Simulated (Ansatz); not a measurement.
`N[SiH2][Se][SiH3]` + `[NH2][SnH3]` → `[SiH3][NH][SnH3]` + `N[SiH2][SeH]`  (ligand exchange at the Si–Se bond)

Computed with Ansatz on PBE0-D4/def2-TZVP structures; ΔE is electronic, products minus reactants. CCSD(T)/CBS adds triple-zeta CCSD(T) − MP2 to the extrapolated MP2 energy (def2 sets, frozen cores). Functionals use def2-TZVPP. Elements past krypton have def2 core potentials. For Se, Sn outer-core shells are correlated without core-valence functions, which leaves a few kJ/mol of doubt a bond. Scalar relativity is left out up to krypton. One conformer a species, not always the lowest.

| level | ΔE (kJ/mol) |
| --- | --- |
| ωB97X-V | 7.7 |
| CCSD/def2-TZVPP | 3.6 |

What does CCSD(T)/CBS give? (An estimate is asked.)

Computed: +8.8 kJ/mol. The listed levels differ from it by -1.1, -5.2 kJ/mol.

Largest T1 diagnostic among the species: 0.013.

From PBE to PBE0 (25 % exact exchange), in def2-TZVPP and without D4, ΔE moves by −3.2 kJ/mol. The D4 term adds +3.1 kJ/mol with B3LYP and +1.8 kJ/mol with PBE0; it sums over pairs of atoms, weighted by their polarisabilities, and B3LYP, whose exchange is more repulsive, gets the larger term. In def2-TZVPP, CCSD(T) changes the Hartree–Fock value by +11.4 kJ/mol (the triples alone add +2.7 kJ/mol) and MP2 by +14.4 kJ/mol.

B3LYP here is the variant with VWN-RPA as its local correlation; programs differ in this.
